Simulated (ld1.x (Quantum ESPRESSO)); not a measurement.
**Building the PAW potential for Be (Z = 4) (PBE, non-relativistic).**

```
Element                 : beryllium (Be)
Generator               : ld1.x (Quantum ESPRESSO) 7.5
Type                    : PAW
Functional              : PBE
Relativity              : non-relativistic
Frozen core             : none
Valence charge          : 4
Reference configuration : 1s2 2s2 2p0
Partial waves           : 1s (bound): rcut 0.80, rcutus 0.90 bohr; 2s (bound): rcut 0.80, rcutus 0.90 bohr; 2p (bound, empty): rcut 3.30, rcutus 4.40 bohr; 2p channel at 0.35 Ry: rcut 3.30, rcutus 4.40 bohr; 3d channel at 0.45 Ry: rcut 3.65, rcutus 4.50 bohr
Local potential         : all-electron potential smoothed inside 3.75 bohr (lloc = -2)
Core correction         : none
Augmentation charge     : PSQ, inside the norm-conserving radii
```

All-electron outer shells of the reference configuration (PBE, non-relativistic, ld1.x):

| shell | level (eV) | outermost node (bohr) | outermost maximum (bohr) |
| --- | --- | --- | --- |
| 1s | -106.20 | – | 0.27 |
| 2s | -5.61 | 0.59 | 2.04 |
| 2p | -2.02 | – | 2.28 |

(1) Estimate the cutoffs (Ry, on a coarse ladder) from which the occupation-weighted sum of valence levels, in a spherical-Bessel basis at the reference potential, stays within 10 and 1 mRy of its value at 400 Ry.

(2) What does a ghost test show?

(3) Is the overlap operator S = 1 + Σ q|β⟩⟨β| positive definite (Bessel basis up to 400 Ry)?

(4) Which valence shell sets the plane-wave cutoff?

Answers

(1) 110 Ry and 140 Ry.

(2) No extra level below or beside the all-electron valence levels (s, p, d, f tested).

(3) Yes: its lowest eigenvalue is 0.24 (p channel).

(4) 2s: its level needs 140 Ry to come within 1 mRy, against 70 Ry for 1s.

Test run stopped at test 1 of 7 (negative rho).
